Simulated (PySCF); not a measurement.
## Stationary points of FSeN

All numbers come from PBE0/[Se def2-TZVP, N def2-TZVP, F def2-TZVP], no relativity, density fitting, PySCF.

Relaxations began from a few typed shapes. The search is not exhaustive: other isomers or separated fragments can lie lower, and high-lying points may rest on an excited occupation.

(1) Which is the lowest minimum found?
A. singlet C∞v: Se–F 1.965 Å, Se–N 1.600 Å; F–Se–N 180.0°
B. singlet Cs: Se–F 1.798 Å, Se–N 1.591 Å; F–Se–N 112.3°

Results:

(1) B. The others lie at 139.8 (singlet C∞v, a saddle point) kJ/mol above it.

Counting electrons, selenium keeps 2 of its valence electrons outside its bonds, so the VSEPR class is AX2E1 and the expected shape is bent; with unlike ligands the computed point group is Cs.
